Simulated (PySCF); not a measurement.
## NMR data sheet: C$_{4}$H$_{7}$FOSi

```yaml
Formula: C4H7FOSi
SMILES: C#C[C@](C)(F)[SiH2]O
InChI: InChI=1S/C4H7FOSi/c1-3-4(2,5)7-6/h1,6H,7H2,2H3/t4-/m1/s1
Point_group_of_the_computed_structure: C1
Degrees_of_unsaturation: 2
Carbon_signals: 4
Proton_signals: 5
```

Bonds (- single, = double, # triple, : aromatic): C1#C2 1.197 Å, C2-C3 1.444 Å, C3-C4 1.524 Å, C3-F5 1.420 Å, C3-Si6 1.940 Å, Si6-O7 1.620 Å. C1 carries H8; C4 carries H9, H10, H11; Si6 carries H12, H13; O7 carries H14. Stereochemistry as in C#C[C@](C)(F)[SiH2]O. H13 is pro-R; H12 is pro-S.

[PySCF: GFN2-xTB structure; σ from GIAO-PBE0/pcSseg-1; single conformer; in vacuum; equivalent nuclei averaged; non-relativistic Hamiltonian]

References, each an isolated molecule treated in the same way: TMS for 1H (σref 31.72) and 13C (σref 186.93) and 29Si (σref 349.16); 19F (σref 170.95) against CFCl3; 17O (σref 336.08) vs H2O.

| carbon | δC, type | δH (multiplicity) | HMBC from (2–3 bonds) | span of the C tensor (ppm) |
| --- | --- | --- | --- | --- |
| C1 | 89.2, CH | 2.52 (s) | – | 181 |
| C2 | 86.6, C | – | H13, H12, H8, H9/H10/H11 | 310 |
| C3 | 88.1, C | – | H13, H12, H8, H9/H10/H11 | 99 |
| C4 | 26.6, CH3 | 1.79 (m) | H13, H12 | 46 |

Other nuclei:
```
atoms  nucleus                           environment  δ (ppm)  σ (ppm)
  H13       1H  hydrogen on a silicon bonded to C, O     5.03    26.68
  H12       1H  hydrogen on a silicon bonded to C, O     4.63    27.09
  H14       1H    hydrogen on an oxygen bonded to Si     1.69    30.03
   F5      19F             fluorine on an sp3 carbon   -205.0    376.0
  Si6     29Si           silicon bonded to C, O, 2 H    -23.3    372.5
   O7      17O                oxygen bonded to Si, H     11.3    324.8
```

Carbon types of the structure: 2 × C, 1 × CH, 1 × CH3, leaving 3 H on heteroatoms. δC 89.2: terminal alkyne carbon; sp carbons lie upfield of alkene carbons because the cylindrical π system leaves one tensor component strongly shielded. δC 88.1: propargylic fully substituted sp3 carbon bonded to F and Si; the inductive effect lowers its shielding. δC 86.6: alkyne carbon; the triple bond shields along its axis, which puts it between sp3 and sp2 carbons. δC 26.6: methyl carbon; aliphatic region, no heteroatom directly attached. δH 1.69: hydrogen on an oxygen bonded to Si; exchangeable, gas-phase position.

OH and NH positions are those of a molecule without intermolecular hydrogen bonds; in solution they move with solvent, concentration and temperature, and exchange usually removes their couplings. Splittings by 19F in the carbon and heteronuclear signals aren't shown, as no couplings were computed. Shifts are as computed. Against solution values, carbons near 30 ppm lie about +3 ppm off and those near 130 ppm about +5 ppm. Of 1211 compounds with measured shifts, 218 miss one by over three times the rms of a fit or turn the order of signals round; such compounds aren't used in these exercises. Unscaled 19F shifts against computed CFCl3 carry errors that often reach 10 to 50 ppm. Experimental scales use liquid or dissolved standards, which lie at an offset from isolated H2O (liquid H2O: subtract about 36 ppm). No couplings were computed; multiplicities are counted from neighbouring protons, with m where these are inequivalent, close in shift, in a saturated or five-membered ring or joined by F or P, and br s for small geminal =CH2 splittings.
